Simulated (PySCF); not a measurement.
Compound: C₉H₁₃N.
Atom-mapped SMILES: `[CH3:1][c:2]1[cH:3][cH:4][cH:5][cH:6][c:7]1[N:8]([CH3:9])[CH3:10]` (hydrogens: H11, H12, H13 on C1; H14 on C3; H15 on C4; H16 on C5; H17 on C6; H18, H19, H20 on C9; H21, H22, H23 on C10)

Cartesian coordinates in Å at the PBE0-D3(BJ)/def2-SVP level; atoms count from 1:
```xyz
23
C9H13N angstrom
C      1.2126    1.9013    1.2225
C      1.3441    0.6269    0.4426
C      2.6094    0.1240    0.1298
C      2.7802   -1.0104   -0.6608
C      1.6579   -1.6600   -1.1649
C      0.3846   -1.1884   -0.8564
C      0.2049   -0.0575   -0.0460
N     -1.0837    0.4316    0.2548
C     -1.5046    0.3102    1.6328
C     -2.1409    0.1183   -0.6701
H      1.1226    1.7248    2.3080
H      0.3144    2.4521    0.9058
H      2.0949    2.5401    1.0740
H      3.4887    0.6606    0.4983
H      3.7842   -1.3716   -0.8946
H      1.7680   -2.5446   -1.7972
H     -0.4879   -1.7163   -1.2445
H     -0.6968    0.5924    2.3185
H     -2.3599    0.9775    1.8258
H     -1.8144   -0.7255    1.8885
H     -3.0036    0.7720   -0.4663
H     -1.8110    0.3026   -1.7023
H     -2.5024   -0.9308   -0.6026
```

Method: PySCF 2.14.0, density-fitted response routines, TDDFT CAM-B3LYP/def2-SVPD, vertical, gas phase, core orbitals frozen in the response.

Transition dipole moments from the ground state, in atomic units and in the frame of the coordinates above (overall signs are arbitrary), for the states with f of 0.002 or more among the lowest 7:

```json
{"state": "S1", "E (eV)": "4.949", "μx": "-0.045", "μy": "-0.378", "μz": "-0.272"}
{"state": "S2", "E (eV)": "5.298", "μx": "1.036", "μy": "-0.031", "μz": "-0.175"}
{"state": "S3", "E (eV)": "5.806", "μx": "0.140", "μy": "-0.262", "μz": "0.028"}
{"state": "S4", "E (eV)": "6.193", "μx": "0.213", "μy": "0.614", "μz": "0.498"}
{"state": "S5", "E (eV)": "6.381", "μx": "1.119", "μy": "-0.484", "μz": "-0.434"}
{"state": "S6", "E (eV)": "6.501", "μx": "0.001", "μy": "-0.246", "μz": "0.038"}
{"state": "S7", "E (eV)": "6.580", "μx": "0.143", "μy": "-0.201", "μz": "0.146"}
```

(1) What oscillator strength does each state have?

(2) Which bond between heavy atoms lies closest to the direction of the S5 transition dipole?

(3) What angle do the transition dipoles of S1 and S2 make?

(4) What peak molar absorption coefficient would the strongest computed level give as a lone Gaussian band 0.3 eV wide at half height?

Answers

(1) f = (2/3) ΔE |μ|² with ΔE in hartree (27.2114 eV).

```tsv
state	|μ|² (au)	|μ| (D)	f
S1	0.219	1.19	0.027
S2	1.106	2.67	0.144
S3	0.089	0.76	0.013
S4	0.670	2.08	0.102
S5	1.674	3.29	0.262
S6	0.062	0.63	0.010
S7	0.082	0.73	0.013
```

(2) C2–C3, C5–C6 and C7–N8, at 7° from it; next C6–C7 and C3–C4 at 53°.

(3) |cos θ| = |μa·μb| / (|μa| |μb|) = 0.03, so θ ≈ 89° (taken between 0 and 90°, since the signs are arbitrary).

(4) ε(max) = 2.175×10⁸ f / FWHM, with the width in cm⁻¹. S5: 2.175×10⁸ × 0.2617 / 2420 ≈ 24000 L mol⁻¹ cm⁻¹.

All these states lie below the vertical ionisation energy of 7.60 eV (ΔSCF).
